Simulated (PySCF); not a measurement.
**Computed vibrations of Nd(NH2)2**

Nd(NH2)2 (singlet in the valence; each metal's 4f electrons, 4 of them, lie in its core potential, out of spins and levels). PySCF 2.14.0, RKS PBE0, Nd lcecp-0-SVP with ECP50, N def2-SVP, H def2-SVP; non-relativistic Hamiltonian with scalar-relativistic core potentials where named; density fitting; no spin-orbit coupling. Central differences of gradients.

```xyz
7

Nd    0.0000   -0.1656   -0.1844
N     1.9398    0.7010    0.7814
H     2.9288    0.5404    0.5781
H     1.9482    1.3775    1.5487
N    -1.9398    0.7010    0.7814
H    -1.9482    1.3775    1.5487
H    -2.9288    0.5404    0.5781
```

Run from Python with OMP_NUM_THREADS=2. Where DIIS fails, smearing, a level shift and second-order steps follow.
It took 54 s on 2 threads of Arm Neoverse V1, with other jobs on the host.

Question: What are the harmonic wavenumbers and infrared intensities?

Answer: Modes are labelled in Cs; negative numbers are unstable modes, those under 60 cm⁻¹ near the noise; a finer grid moves soft modes by up to 10 cm⁻¹.
| cm⁻¹ | km/mol | symmetry |
| --- | --- | --- |
| 87 | 2.1 | a' |
| 172 | 0.0 | a'' |
| 187 | 7.4 | a' |
| 273 | 20.8 | a'' |
| 341 | 42.5 | a' |
| 449 | 182.4 | a'' |
| 453 | 0.3 | a'' |
| 462 | 60.3 | a' |
| 465 | 359.7 | a' |
| 1520 | 4.4 | a'' |
| 1524 | 4.5 | a' |
| 3504 | 1.1 | a'' |
| 3505 | 0.1 | a' |
| 3588 | 0.2 | a'' |
| 3588 | 0.4 | a' |

Question: Is this a minimum?

Answer: Yes. Ideal gas at 298.15 K and 1 bar: S = 353.0 J/(mol K), Cp = 94.0 J/(mol K), H − H(0 K) = 19.9 kJ/mol (rigid rotor, harmonic modes, spin degeneracy alone, that of the 4f electrons in the core included).

An lcecp potential fixes the number of 4f electrons, so in runs with it no electron can move into or out of that shell; real Nd(II) is rare or takes another configuration.
